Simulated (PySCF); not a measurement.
Coordinates in bohr (charge 0 multiplicity 2):
```
In    0.0000    0.0000   -1.6550
I     4.5343    0.0000    0.7475
I    -4.5343    0.0000    0.7475
```

Method: UPBE0 in PySCF with In def2-TZVP with ECP28, I def2-TZVP with ECP28; scalar-relativistic core potentials, no spin–orbit coupling; density-fitted integrals.

This geometry of InI₂ is a stationary point at this level.

Problem. What is the point group?

Solution. C2v.

Problem. Is it a minimum?

Solution. Yes: all harmonic wavenumbers are real, though the softest, 46 cm⁻¹, leaves little margin.

Problem. Which band is strongest in the infrared?

Solution. 202 cm⁻¹ (b2), 38 km/mol.

Problem. Give the atomic charges and bond orders.

Solution. 
```tsv
atom	Mulliken	Löwdin	polar tensor	spin (Mulliken)	Mayer order to In1
In1	0.55	-0.21	0.88	0.52	–
I2,3	-0.28	0.10	-0.44	0.24	0.99
```

Problem. Give the ideal-gas entropy at 298.15 K and 1 bar by parts.

Solution. translation 182.6, rotation 123.9, vibration 40.7, spin 5.8; total 352.9 J/(mol K).

This need not be the most stable arrangement of these atoms. Spin–orbit coupling, left out here, can matter for elements this heavy.
